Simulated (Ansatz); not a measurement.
Reaction (formal exchange of groups at the Al–C bond): `C[CH2][AlH][SiH3]` + `CSC(F)[SiH3]` → `F[CH]([SiH3])[AlH][SiH3]` + `CCSC`

Computed with Ansatz on PBE0-D4/def2-TZVP structures; ΔE is electronic, products minus reactants. CCSD(T)/CBS is the MP2 limit (def2-TZVPP, def2-QZVPP) plus CCSD(T) − MP2 in def2-TZVPP, frozen cores. One conformer a species, not always the lowest.

```csv
level,ΔE (kcal/mol)
MP2/def2-QZVPP,2.3
CCSD/CBS(def2),1.6
```

(1) What does CCSD(T)/CBS give? (Best estimate.)

Largest T1 diagnostic among the species: 0.013.

Results:

(1) Computed: +1.7 kcal/mol. The listed levels differ from it by 0.6, -0.1 kcal/mol.
